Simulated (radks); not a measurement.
Results of a calculation; reference values are marked as such.
All-electron atom: N I in [He] 2s1.5 2p3.5 (fractional occupations, a model configuration). Level of theory: Dirac Kohn-Sham, PBEsol, spin-unpolarised, spherical densities, finite nucleus; open shells fill j = l - 1/2 first; Fermi nuclear charge, rms radius 2.5582 fm (a radial shooting solver on a logarithmic mesh with Libxc functionals).

Normalised radial functions P(r) = r R(r) (large component), r in bohr:

```
   r/bohr * 2p3/2 (the largest magnitude, 0.781, reaches the edge; | marks zero)
 0.007931 *
 0.008871 *
 0.009843 *
  0.01092 *
  0.01212 *
  0.01356 *
  0.01504 *
  0.01669 *
  0.01852 *
  0.02071 *
  0.02298 *
   0.0255 *
   0.0283 |*
  0.03165 |*
  0.03512 |*
  0.03897 |*
  0.04324 |*
  0.04837 |*
  0.05367 | *
  0.05955 | *
  0.06607 | *
  0.07391 |  *
  0.08201 |   *
  0.09099 |   *
    0.101 |    *
   0.1129 |     *
   0.1253 |      *
    0.139 |        *
   0.1543 |         *
   0.1726 |           *
   0.1915 |             *
   0.2125 |               *
   0.2358 |                  *
   0.2637 |                     *
   0.2926 |                        *
   0.3247 |                           *
   0.3602 |                              *
   0.4029 |                                  *
   0.4471 |                                     *
   0.4961 |                                         *
   0.5505 |                                            *
   0.6157 |                                               *
   0.6832 |                                                  *
   0.7581 |                                                    *
   0.8412 |                                                     *
   0.9409 |                                                      *
    1.044 |                                                      *
    1.158 |                                                     *
    1.285 |                                                   *
    1.438 |                                                *
    1.595 |                                             *
     1.77 |                                         *
    1.964 |                                     *
    2.197 |                                *
    2.438 |                           *
    2.705 |                       *
    3.001 |                   *
    3.357 |              *
    3.725 |           *
    4.133 |        *
    4.586 |      *
     5.13 |   *
    5.692 |  *
```

2p3/2: eigenvalue -7.243 eV, 0 radial nodes, <r> = 1.48 bohr, 90 % of the charge inside 2.58 bohr.
